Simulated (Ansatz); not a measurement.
Gas-phase electronic energies from Ansatz, PBE0-D4/def2-TZVP geometries. CCSD(T)/CBS adds triple-zeta CCSD(T) − MP2 to the extrapolated MP2 energy (def2 sets, frozen cores). Functionals use def2-TZVPP. def2 core potentials past Kr. For Te outer-core shells are correlated without core-valence functions, which leaves a few kJ/mol of doubt a bond. One conformer a species, not always the lowest.

Consider the redistribution: `COBO` + `SC[TeH]` → `COBS` + `OC[TeH]`.

`COBO`:

```xyz
9

C    -0.484    0.796    0.986
O    -0.398    0.213   -0.295
B     0.555   -0.702   -0.600
O     0.599   -1.233   -1.847
H     0.283    0.401    1.659
H    -1.469    0.589    1.409
H    -0.360    1.878    0.899
H     1.366   -1.062    0.205
H    -0.093   -0.880   -2.416
```

`SC[TeH]`:

```xyz
7

S    -0.542   -1.541    0.910
C    -0.229   -0.283   -0.330
Te    0.007    1.659    0.577
H     0.634   -1.432    1.550
H     0.653   -0.511   -0.924
H    -1.107   -0.265   -0.973
H     0.585    2.373   -0.809
```

`COBS`:

```xyz
9

C     1.374   -0.190    0.651
O     0.465    0.560   -0.127
B    -0.781    0.125   -0.379
S    -1.837    1.188   -1.389
H     0.926   -1.125    0.997
H     2.256   -0.413    0.047
H     1.679    0.407    1.513
H    -1.183   -0.922    0.044
H    -2.900    0.371   -1.356
```

`OC[TeH]`:

```xyz
7

O     0.663   -1.305    0.227
C     0.255   -0.014    0.531
Te   -1.688    0.557   -0.271
H     0.691   -1.410   -0.728
H     0.947    0.760    0.188
H     0.151    0.052    1.612
H    -1.019    1.360   -1.559
```

```
  species  PBE-QIDH energy (Eh)
   `COBO`            -216.31713
`SC[TeH]`            -706.30790
   `COBS`            -539.09921
`OC[TeH]`            -383.48880
```

Problem. Work out ΔE.

Solution. ΔE = (-539.09921) + (-383.48880) − (-216.31713) − (-706.30790) = 0.03702 Eh = +23.2 kcal/mol. CCSD(T)/CBS gives +23.8 kcal/mol.

Largest T1 diagnostic among the species: 0.013.

From r2SCAN to r2SCAN0 (25 % exact exchange), in def2-TZVPP and without D4, ΔE moves by +1.1 kcal/mol. Leaving LDA and LC-ωPBE aside and taking each functional with its dispersion term where it has one, the values, not all of them listed here, spread over 4.2 kcal/mol, from revPBE-D4 to BHLYP-D4. LDA lies +0.8 kcal/mol from PBE without D4. At CCSD(T), def2-SVP lies −1.0 kcal/mol from the extrapolated value and def2-TZVPP −0.6 kcal/mol.
